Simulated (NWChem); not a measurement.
System: CH$_{4}$CdS; SMILES C[S][CdH]

NWChem input:

```
start job
memory heap 200 mb stack 900 mb global 1100 mb
geometry units angstroms
  Cd    -0.121694     0.076597     0.706806
  H     -1.475061     0.968731     1.114452
  S      0.802835    -0.460588    -1.441433
  C     -0.648631     0.315060    -2.250243
  H     -1.537278    -0.300799    -2.090698
  H     -0.423759     0.356293    -3.311500
  H     -0.802901     1.331394    -1.869605
end
basis spherical
  * library def2-svp
end
ecp
  Cd library def2-ecp
end
dft
  xc pbe0
  iterations 150
end
driver
  maxiter 120
end
task dft optimize
dft
  grid fine
  convergence energy 1d-8 density 1d-7
end
task dft freq numerical
```

Excerpt of the output:

```
             Northwest Computational Chemistry Package (NWChem) 7.3.0
             --------------------------------------------------------

 C1  symmetry detected

                             Geometry "geometry" -> ""
                             -------------------------

 Output coordinates in angstroms (scale by  1.889725989 to convert to a.u.)

  No.       Tag          Charge          X              Y              Z
 ---- ---------------- ---------- -------------- -------------- --------------
    1 Cd                  48.0000     0.02065251    -0.83509976    -0.00247488
    2 H                    1.0000    -1.49800526    -1.52244015     0.11968222
    3 S                   16.0000     0.69495269     1.46784061     0.00363257
    4 C                    6.0000    -1.06730246     1.97470522    -0.00646891
    5 H                    1.0000    -1.51502521     1.74644760    -0.97697043
    6 H                    1.0000    -1.07939681     3.04844784     0.15310711
    7 H                    1.0000    -1.61432123     1.47865205     0.80366752

 Effective nuclear repulsion energy (a.u.)     309.5354255242

                                Z-matrix (autoz)
                                --------

 Units are Angstrom for bonds and degrees for angles

      Type          Name      I     J     K     L     M      Value
      ----------- --------  ----- ----- ----- ----- ----- ----------
    1 Stretch                  1     2                       1.67143
    2 Stretch                  1     3                       2.39964
    3 Stretch                  3     4                       1.83373
    4 Stretch                  4     5                       1.09290
    5 Stretch                  4     6                       1.08560
    6 Stretch                  4     7                       1.09618
    7 Bend                     1     3     4                89.72563
    8 Bend                     2     1     3               130.52568
    9 Bend                     3     4     5               109.92923
   10 Bend                     3     4     6               106.45660
   11 Bend                     3     4     7               110.51273
   12 Bend                     5     4     6               109.42301
   13 Bend                     5     4     7               110.93681
   14 Bend                     6     4     7               109.47458
   15 Torsion                  1     3     4     5         -70.34669
   16 Torsion                  1     3     4     6         171.23324
   17 Torsion                  1     3     4     7          52.43808
   18 Torsion                  2     1     3     4          -5.95774

                           NWChem Geometry Optimization
                           ----------------------------

 maximum gradient threshold         (gmax) =   0.000450
 rms gradient threshold             (grms) =   0.000300
 maximum cartesian step threshold   (xmax) =   0.001800
 rms cartesian step threshold       (xrms) =   0.001200
 fixed trust radius                (trust) =   0.300000
 source of zmatrix                         =   autoz

          -------------------
          Energy Minimization
          -------------------

 Using diagonal initial Hessian
 Scaling for Hessian diagonals: bonds = 1.00  angles = 0.25  torsions = 0.10

          --------
          Step   0

                                 NWChem DFT Module
                                 -----------------

 Summary of "ao basis" -> "ao basis" (spherical)
 ------------------------------------------------------------------------------
       Tag                 Description            Shells   Functions and Types
 ---------------- ------------------------------  ------  ---------------------
 Cd                         def2-svp                11       31   5s3p2d1f
 H                          def2-svp                 3        5   2s1p
 S                          def2-svp                 8       18   4s3p1d
 C                          def2-svp                 6       14   3s2p1d

            General Information
            -------------------
          SCF calculation type: DFT
          Wavefunction type:  closed shell.
          No. of atoms     :     7
          No. of electrons :    46
           Alpha electrons :    23
            Beta electrons :    23
          Charge           :     0
          Spin multiplicity:     1
          Use of symmetry is: off; symmetry adaption is: off
          Maximum number of iterations: 150
          AO basis - number of functions:    83
                     number of shells:    37
          Convergence on energy requested:  1.00D-06
          Convergence on density requested:  1.00D-05
          Convergence on gradient requested:  5.00D-04

[...]

      ----------------------
      Optimization converged
      ----------------------

  Step       Energy      Delta E   Gmax     Grms     Xrms     Xmax
  ---- ---------------- -------- -------- -------- -------- --------
@   15    -606.08408441 -5.1D-08  0.00001  0.00000  0.00078  0.00167
                                     ok       ok       ok       ok

                                Z-matrix (autoz)
                                --------

 Units are Angstrom for bonds and degrees for angles

      Type          Name      I     J     K     L     M      Value     Gradient
      ----------- --------  ----- ----- ----- ----- ----- ---------- ----------
    1 Stretch                  1     2                       1.66929   -0.00001
    2 Stretch                  1     3                       2.35635    0.00001
    3 Stretch                  3     4                       1.82883   -0.00000
    4 Stretch                  4     5                       1.09897   -0.00000
    5 Stretch                  4     6                       1.09924    0.00000
    6 Stretch                  4     7                       1.09896   -0.00001
    7 Bend                     1     3     4               103.70081    0.00000
    8 Bend                     2     1     3               178.35900    0.00000
    9 Bend                     3     4     5               112.45055   -0.00000
   10 Bend                     3     4     6               106.34004    0.00000
   11 Bend                     3     4     7               112.46098   -0.00000
   12 Bend                     5     4     6               107.92832   -0.00000
   13 Bend                     5     4     7               109.48733    0.00001
   14 Bend                     6     4     7               107.92970   -0.00000
   15 Torsion                  1     3     4     5         -62.17884   -0.00000
   16 Torsion                  1     3     4     6         179.90154    0.00000
   17 Torsion                  1     3     4     7          61.97451    0.00000
   18 Torsion                  2     1     3     4        -176.53822    0.00000

                         Geometry "geometry" -> "geometry"
                         ---------------------------------

 Output coordinates in angstroms (scale by  1.889725989 to convert to a.u.)

[...]

 Rotational Constants
 --------------------
 A=   0.546216 cm-1  (  0.785866 K)
 B=   0.071039 cm-1  (  0.102207 K)
 C=   0.063634 cm-1  (  0.091553 K)

 Temperature                      =   298.15K
 frequency scaling parameter      =   1.0000

 Zero-Point correction to Energy  =   28.048 kcal/mol  (  0.044698 au)
 Thermal correction to Energy     =   31.391 kcal/mol  (  0.050025 au)
 Thermal correction to Enthalpy   =   31.984 kcal/mol  (  0.050969 au)

 Total Entropy                    =   76.548 cal/mol-K
   - Translational                =   41.136 cal/mol-K (mol. weight = 161.9070)
   - Rotational                   =   25.971 cal/mol-K (symmetry #  =        1)
   - Vibrational                  =    9.441 cal/mol-K

 Cv (constant volume heat capacity) =   16.117 cal/mol-K
   - Translational                  =    2.979 cal/mol-K
   - Rotational                     =    2.979 cal/mol-K
   - Vibrational                    =   10.158 cal/mol-K

[normal modes left out]

 ----------------------------------------------------------------------------
 Normal Eigenvalue ||           Projected Infra Red Intensities
  Mode   [cm**-1]  || [atomic units] [(debye/angs)**2] [(KM/mol)] [arbitrary]
 ------ ---------- || -------------- ----------------- ---------- -----------
    1       -0.000 ||    0.001417           0.033         1.381       0.639
    2       -0.000 ||    0.000249           0.006         0.242       0.112
    3       -0.000 ||    0.000000           0.000         0.000       0.000
    4       -0.000 ||    0.001673           0.039         1.631       0.754
    5       -0.000 ||    0.000129           0.003         0.126       0.058
    6       -0.000 ||    0.000066           0.002         0.064       0.030
    7      110.051 ||    0.000107           0.002         0.105       0.048
    8      141.498 ||    0.000882           0.020         0.860       0.398
    9      349.092 ||    0.025150           0.580        24.518      11.334
   10      430.629 ||    0.061559           1.420        60.011      27.741
   11      443.445 ||    0.071091           1.640        69.303      32.036
   12      725.239 ||    0.004757           0.110         4.637       2.144
   13      954.200 ||    0.006905           0.159         6.732       3.112
   14      968.107 ||    0.009472           0.219         9.234       4.268
   15     1335.082 ||    0.020833           0.481        20.309       9.388
   16     1455.118 ||    0.008171           0.189         7.966       3.682
   17     1455.844 ||    0.007646           0.176         7.454       3.446
   18     1846.321 ||    0.208078           4.801       202.845      93.767
   19     3065.334 ||    0.031032           0.716        30.252      13.984
   20     3174.345 ||    0.005097           0.118         4.968       2.297
   21     3175.069 ||    0.001695           0.039         1.653       0.764
 ----------------------------------------------------------------------------
```

Level: PBE0/def2-SVP with def2 effective core potentials on Cd. def2 effective core potentials on Cd; no spin-orbit coupling.
